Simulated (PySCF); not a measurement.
Isomers of C5H11ClSSi.

All values: PBE0/pcSseg-1 (PySCF) at GFN2-xTB geometries, gas phase, one conformer each.

**Question.** Rank by the lowest IAO charge on any atom, lowest value first.
A. `[CH3:1][S:2][Si@@H:3]([Cl:4])[CH:5]1[CH2:6][CH2:7][CH2:8]1` with C1–S2–Si3–Cl4 45°, S2–Si3–C5–C6 169°, Si3–C5–C6–C7 -103°, C5–C6–C7–C8 -13°, C6–C7–C8–C5 13°, Si3–C5–C8–C7 103°
B. `[CH3:1][C:2](=[S:3])[CH2:4][C@@:5]([CH3:6])([SiH3:7])[Cl:8]` with C1–C2–C4–C5 116°, C2–C4–C5–C6 -63°
C. `[CH3:1][S:2]/[CH:3]=[C:4](/[CH3:5])[CH2:6][SiH2:7][Cl:8]` with C1–S2–C3–C4 172°, C3–C4–C6–Si7 87°, C4–C6–Si7–Cl8 67°

**Answer.** C (-0.553 e), A (-0.497 e), B (-0.432 e).

**Question.** Rank by HOMO energy, highest first.
A. `[CH3:1][S:2][Si@@H:3]([Cl:4])[CH2:5][CH:6]1[CH2:7][CH2:8]1` with C1–S2–Si3–Cl4 47°, S2–Si3–C5–C6 -176°, Si3–C5–C6–C7 -154°
B. `[CH3:1][C:2](=[S:3])[CH2:4][C@@:5]([CH3:6])([SiH3:7])[Cl:8]` with C1–C2–C4–C5 116°, C2–C4–C5–C6 -63°
C. `[CH3:1][S:2]/[CH:3]=[C:4](/[CH3:5])[CH2:6][SiH2:7][Cl:8]` with C1–S2–C3–C4 172°, C3–C4–C6–Si7 87°, C4–C6–Si7–Cl8 67°

**Answer.** C (-5.86 eV), B (-6.69 eV), A (-6.98 eV).

**Question.** Rank by the highest Hirshfeld charge on any atom, highest value first.
A. `[CH3:1][C:2](=[S:3])[CH2:4][C@@:5]([CH3:6])([SiH3:7])[Cl:8]` with C1–C2–C4–C5 116°, C2–C4–C5–C6 -63°
B. `[CH3:1][S:2]/[CH:3]=[C:4](/[CH3:5])[CH2:6][SiH2:7][Cl:8]` with C1–S2–C3–C4 172°, C3–C4–C6–Si7 87°, C4–C6–Si7–Cl8 67°
C. `[CH3:1][S:2][Si@@H:3]([Cl:4])[CH2:5][CH:6]1[CH2:7][CH2:8]1` with C1–S2–Si3–Cl4 47°, S2–Si3–C5–C6 -176°, Si3–C5–C6–C7 -154°

**Answer.** B (+0.346 e), C (+0.333 e), A (+0.263 e).

All values together:

```tsv
SMILES	μ (D)	HOMO (eV)	LUMO (eV)	lowest IAO charge (e)	highest IAO charge (e)	lowest Hirshfeld charge (e)	highest Hirshfeld charge (e)
CS[Si@@H](Cl)C1CCC1	0.96	-6.96	0.10	-0.497 (C)	+0.840 (Si)	-0.118 (C)	+0.327 (Si)
CC(=S)C[C@@](C)([SiH3])Cl	2.64	-6.69	-2.38	-0.432 (C)	+0.589 (Si)	-0.130 (C)	+0.263 (Si)
CS/C=C(/C)C[SiH2]Cl	2.26	-5.86	0.29	-0.553 (C)	+0.810 (Si)	-0.162 (C)	+0.346 (Si)
CS[Si@@H](Cl)CC1CC1	0.89	-6.98	0.21	-0.539 (C)	+0.850 (Si)	-0.155 (C)	+0.333 (Si)
```

Conformers: `[CH3:1][S:2][Si@@H:3]([Cl:4])[CH:5]1[CH2:6][CH2:7][CH2:8]1` with C1–S2–Si3–Cl4 45°, S2–Si3–C5–C6 169°, Si3–C5–C6–C7 -103°, C5–C6–C7–C8 -13°, C6–C7–C8–C5 13°, Si3–C5–C8–C7 103°; `[CH3:1][C:2](=[S:3])[CH2:4][C@@:5]([CH3:6])([SiH3:7])[Cl:8]` with C1–C2–C4–C5 116°, C2–C4–C5–C6 -63°; `[CH3:1][S:2]/[CH:3]=[C:4](/[CH3:5])[CH2:6][SiH2:7][Cl:8]` with C1–S2–C3–C4 172°, C3–C4–C6–Si7 87°, C4–C6–Si7–Cl8 67°; `[CH3:1][S:2][Si@@H:3]([Cl:4])[CH2:5][CH:6]1[CH2:7][CH2:8]1` with C1–S2–Si3–Cl4 47°, S2–Si3–C5–C6 -176°, Si3–C5–C6–C7 -154°.
